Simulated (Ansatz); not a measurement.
Harmonic frequencies (cm⁻¹) at PBE0-D4/def2-TZVP from Ansatz: 59, 200, 242, 301, 309, 368, 413, 438, 747, 806, 910, 926, 967, 972, 1038, 1181, 1182, 1192, 1304, 1379, 1399, 1462, 1477, 1484, 1502, 2594, 2688, 3048, 3049, 3124, 3124, 3140, 3144.

(1) Which molecule is it?
A. `[SiH3]C1NCS1`
B. `N[SiH]1CN1`
C. `BC(C)(C)F`
D. `CCB(C)F`

Results:

(1) C.
